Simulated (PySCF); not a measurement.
Dipole response of V³⁺ (vanadium, charge +3)

[Ar] 3d2, high-spin 3F determinant. All numbers are calculated (PySCF 2.14, the spin-free X2C one-electron Hamiltonian (Gaussian nucleus), in aug-cc-pVTZ-DK). Coupled (time-dependent) response in atomic units; α is the mean over directions.

```csv
method,mean α (bohr³),C₆ (like pair),S(−4)
UHF,2.089,5.306,1.343
PBE,2.299,5.828,2.089
PBE0,2.221,5.634,1.787
```

S(−4) is the Cauchy moment in α(ω) = α(0) + S(−4) ω² + …

α(iu) at UHF:

| u (hartree) | α(iu) (bohr³) |
| --- | --- |
| 0 | 2.089 |
| 0.0500 | 2.085 |
| 0.100 | 2.075 |
| 0.200 | 2.038 |
| 0.300 | 1.981 |
| 0.500 | 1.835 |
| 0.750 | 1.635 |
| 1.00 | 1.443 |
| 1.50 | 1.113 |
| 2.00 | 0.8624 |
| 3.00 | 0.5415 |
| 5.00 | 0.2610 |

A single London oscillator, α(iu) = α/(1 + u²/ω²), gives C₆ = (3/4) ω α². Matching the computed C₆ needs ω = 4 × 5.306 / (3 × 2.089²) = 1.62 hartree.

For an ion, C₆ is the dispersion term alone; charge-induced terms of lower order in 1/R come first.
